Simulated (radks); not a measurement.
Spherical quantum dot in the effective-mass picture: electrons in a hard-walled sphere of radius 5.57, with a point charge +1 (a donor) at the centre, all in effective atomic units (hartree* = m*/eps^2 hartree, bohr* = eps/m* bohr), one dielectric constant everywhere. Method: non-relativistic Kohn-Sham, LDA (Slater exchange, Perdew-Wang correlation), spin-polarised, spherical densities; computed with a radial shooting solver with Libxc functionals. Levels are named by radial order and angular momentum (1s, 1p, 1d, 2s, ...), and open shells are averaged over m. Results are scaled to m* = 0.045 and eps = 14.8, for which hartree* = 5.59 meV and bohr* = 17.4 nm.

N = 37, configuration 1s2 1p6 1d10 2s2 1f14 1g(up 3, down 0). This is the lowest configuration that the search found. Occupied and some empty levels:

level,occupation,eigenvalue (meV),<r> (nm)
1s up,1,44.568,72.30
1s down,1,44.660,72.15
1p up,3,44.928,73.37
1p down,3,45.023,73.28
1d up,5,45.604,74.38
1d down,5,45.700,74.32
1f up,7,46.574,75.36
1f down,7,46.673,75.32
1g up,3,47.821,76.29
1g down,0,47.921,76.26
2s up,1,48.045,32.59
2s down,1,48.055,32.50
1h up,0,49.331,77.14
1h down,0,49.433,77.12
2p up,0,50.180,49.58
2p down,0,50.210,49.49
3s up,0,51.475,44.98
3s down,0,51.508,45.03
2d up,0,51.957,55.50
2d down,0,51.998,55.42

Energy (meV): total 884.505, kinetic 167.82, external -56.004, Hartree 845.74, exchange-correlation -73.048.

Electron density:

r (nm),n(r) (e/nm^3)
5.36,0.00004329
10.2,0.00002593
15.0,0.00001605
19.8,0.00001027
24.6,6.793e-06
29.4,4.698e-06
34.3,3.494e-06
39.1,2.978e-06
43.9,3.101e-06
48.7,3.934e-06
53.5,5.604e-06
58.3,8.193e-06
63.1,0.00001162
67.9,0.00001534
72.8,0.00001825
77.6,0.00001872
82.4,0.00001551
87.2,9.116e-06
92.0,2.677e-06
96.8,6.683e-09
